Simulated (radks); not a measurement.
Results of a calculation; reference values are marked as such.
Question: The mean radii <r> (bohr) of the occupied orbitals of an atom or ion are listed with their occupations. Level of theory: scalar-relativistic Kohn-Sham, r2SCAN, spin-polarised, spherical densities, finite nucleus; meta-GGA in the generalised Kohn-Sham scheme; Fermi nuclear charge, rms radius of each element as measured or else 0.836 A^(1/3) + 0.57 fm (a radial shooting solver on a logarithmic mesh with Libxc functionals).

orbital  occ.      <r>
1s up       1  0.01632
1s down     1  0.01632
2s down     1  0.06875
2s up       1  0.06875
2p up       3  0.06235
2p down     3  0.06235
3s up       1   0.1774
3s down     1   0.1774
3p up       3   0.1792
3p down     3   0.1792
3d up       5   0.1625
3d down     5   0.1625
4s up       1   0.3916
4s down     1   0.3916
4p up       3   0.4172
4p down     3   0.4172
4d up       5   0.4396
4d down     5   0.4396
5s up       1   0.8802
5s down     1   0.8804
4f up       7   0.4677
4f down     7   0.4677
5p down     3    1.010
5p up       3    1.010
5d up       5    1.392
5d down     5    1.382
6s up       1    2.515
6s down     1    2.448
6p up       1    3.720

Name the element and its charge. Open shells, if any, are filled with parallel spins first.

Answer: Z = 81, thallium, charge 0: Tl in [Hg] 6p1. The 1s radius gives Z: for a bare nucleus <r> = (2 gamma + 1)/(2Z) with gamma = sqrt(1 - (Z/c)^2), 0.01613 bohr for Z = 81, and screening makes it slightly larger (0.01632 here). The occupations add up to 81, and the charge is Z minus that.
